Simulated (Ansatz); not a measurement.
Cost and result for the atomization energy of CH5FGeOSi (`F[C]1([GeH3])O[SiH2]1`) (10 atoms, 10 bonds).

Cartesian coordinates in Å:
```
F 1.418 1.353 -0.010
C 0.330 0.515 -0.058
Ge 0.887 -1.354 -0.346
O -0.651 1.004 -0.972
Si -1.259 1.147 0.586
H -0.377 -2.222 -0.269
H 1.869 -1.752 0.765
H 1.548 -1.486 -1.725
H -2.408 0.276 0.913
H -1.358 2.520 1.117
```

Total charge 0; spin multiplicity 1. Correlated methods include outer-core shells of Ge, which these sets cover unevenly. Scalar relativity is left out up to krypton. All single points use the PBE0-D4/def2-TZVP geometry. Program: Ansatz. All runs use 4 threads of an Arm Neoverse V1 on a shared host. Times are those of one run each, without the atoms' runs, and a repeat can differ threefold. Electronic energies, without spin–orbit coupling; frozen cores. CCSD(T)/CBS adds CCSD(T) − MP2 in def2-TZVPP to the MP2 limit, and its time is that of the two runs behind it. T1 = 0.015. With those shells the extrapolation isn't a true limit. B3LYP takes the VWN-RPA correlation (the form of Gaussian; ORCA's B3LYP/G). HSE06 is the plane-wave form, built on full-range PBE exchange.

CCSD(T)/CBS is a level of theory with its own doubt, some kJ/mol a heavy atom from the limit and from the frozen cores, so smaller differences don't rank the functionals.

```tsv
level	functions	wall time
LDA (SPW92)/def2-TZVPP	253	1.5 s
revPBE-D4/def2-TZVPP	253	2.6 s
BLYP-D4/def2-TZVPP	253	2.6 s
PBE0-D4/def2-TZVPP	253	3.9 s
HSE06-D4/def2-TZVPP	253	4.4 s
CAM-B3LYP-D4/def2-TZVPP	253	4.7 s
B3LYP-D4/def2-TZVPP (with forces)	253	6.5 s
ωB97X-V/def2-TZVPP	253	10 s
CCSD(T)/def2-SVP	117	11 s
B97M-V/def2-TZVPP	253	11 s
MP2/def2-QZVPP	480	28 s
CCSD(T)/def2-TZVPP	253	4.7 min
CCSD(T)/CBS(def2)	–	5.2 min
```

(1) What atomization energy does each give, and how far from CCSD(T)/CBS? (Best estimate.)

Answers

(1) The calculation gave: 
```csv
level,atomization (kJ/mol),difference from CCSD(T)/CBS,per bond
LDA (SPW92)/def2-TZVPP,3798.5,543.8,54.4
revPBE-D4/def2-TZVPP,3213.2,-41.5,-4.2
BLYP-D4/def2-TZVPP,3233.8,-20.9,-2.1
PBE0-D4/def2-TZVPP,3222.2,-32.5,-3.2
HSE06-D4/def2-TZVPP,3224.3,-30.4,-3.0
CAM-B3LYP-D4/def2-TZVPP,3251.4,-3.3,-0.3
B3LYP-D4/def2-TZVPP (with forces),3223.0,-31.7,-3.2
ωB97X-V/def2-TZVPP,3272.3,17.6,1.8
CCSD(T)/def2-SVP,3011.2,-243.5,-24.4
B97M-V/def2-TZVPP,3271.2,16.5,1.7
MP2/def2-QZVPP,3276.6,21.9,2.2
CCSD(T)/def2-TZVPP,3164.0,-90.7,-9.1
CCSD(T)/CBS(def2),3254.7,0.0,0.0
```

From BLYP to BHLYP (50 % exact exchange), in def2-TZVPP and without D4, the atomization energy moves by −111.0 kJ/mol: exact exchange takes away binding that semilocal exchange gives to molecules. In def2-TZVPP, CCSD(T) changes the Hartree–Fock value by +948.7 kJ/mol (the triples alone add +62.4 kJ/mol) and MP2 by +1007.4 kJ/mol; breaking electron pairs costs correlation energy, which Hartree–Fock lacks. Leaving LDA and LC-ωPBE aside and taking each functional with its dispersion term where it has one, the values, not all of them listed here, spread over 203.5 kJ/mol, from BHLYP-D4 to PBE-D4. LDA lies +513.9 kJ/mol from PBE without D4, its usual overbinding.

For some Ge, Se and Sn compounds the MP2-based and the directly extrapolated limit differ by 10 to 25 kJ/mol.
